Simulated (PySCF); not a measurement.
2-silylethylsilane (C2H10Si2), SMILES [SiH3]CC[SiH3]. Atoms are numbered in the order given.

```xyz
14

Si     0.0530    -2.3125     0.0000
C     -0.5665    -0.5231     0.0000
C      0.5665     0.5231     0.0000
Si    -0.0530     2.3125     0.0000
H      0.8918    -2.5631    -1.2106
H     -1.0892    -3.2748     0.0000
H      0.8918    -2.5631     1.2106
H     -1.2198    -0.3868    -0.8803
H     -1.2198    -0.3868     0.8803
H      1.2198     0.3868     0.8803
H      1.2198     0.3868    -0.8803
H     -0.8918     2.5631    -1.2106
H      1.0892     3.2748     0.0000
H     -0.8918     2.5631     1.2106
```
Charge 0, spin multiplicity 1.

Geometry: B3LYP-D3(BJ)/def2-SVP. The values are those of a single conformer.

Method: PySCF with PBE/pcSseg-1.

GIAO shieldings, no solvent; atoms alike by connectivity are averaged. δ = σ(ref) − σ: ²⁹Si against TMS (σ = 335.4 ppm); ¹³C against TMS (σ = 182.0 ppm); ¹H against TMS (σ = 31.49 ppm), references at their B3LYP-D3(BJ)/def2-TZVP geometries, non-relativistic.

Problem. Estimate the chemical shifts. (Estimate from the structure and the level; the computed values follow.)

Solution. 
```tsv
nucleus	atoms	count	δ (ppm)
²⁹Si	Si1, Si4	2	-63.4
¹³C	C2, C3	2	9.8
¹H	H5, H6, H7, H12, H13, H14	6	4.22
¹H	H8, H9, H10, H11	4	1.04
```
